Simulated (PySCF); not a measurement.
H2Si2, SMILES [Si]=[SiH2] (connectivity only; charge and spin as stated), neutral, multiplicity 1.

The structure is a stationary point at TPSSh-D3(BJ)/def2-TZVP. The isomer is the one that the SMILES or the coordinates give; other isomers of the formula were not compared.

Vertical ionisation energy (IE) and electron affinity (EA) in eV. Rows of orbital energies are one-electron estimates. Where ΔSCF, EOM or ADC give a negative EA the extra electron is unbound and the value depends on the basis.

```json
[
 {"level": "−ε(HOMO), −ε(LUMO), M06-2X/def2-TZVPD (PySCF)", "IE": "6.63", "EA": "2.63"},
 {"level": "−ε(HOMO), −ε(LUMO), ωB97X/def2-TZVPD (PySCF)", "IE": "7.88", "EA": "1.36"},
 {"level": "EOM-CCSD/aug-cc-pVDZ (PySCF)", "IE": "7.93", "EA": "1.55"},
 {"level": "ADC(2)/aug-cc-pVDZ (PySCF)", "IE": "7.68", "EA": "1.80"}
]
```

Beyond the first one, list the lowest photoelectron lines from PySCF with ADC(2)/aug-cc-pVDZ with their pole strengths (two spins summed). (An estimate is asked for; the answer gives what the named calculation found.)

9.10 eV (1.78), 12.45 eV (1.75), 14.13 eV (1.58).
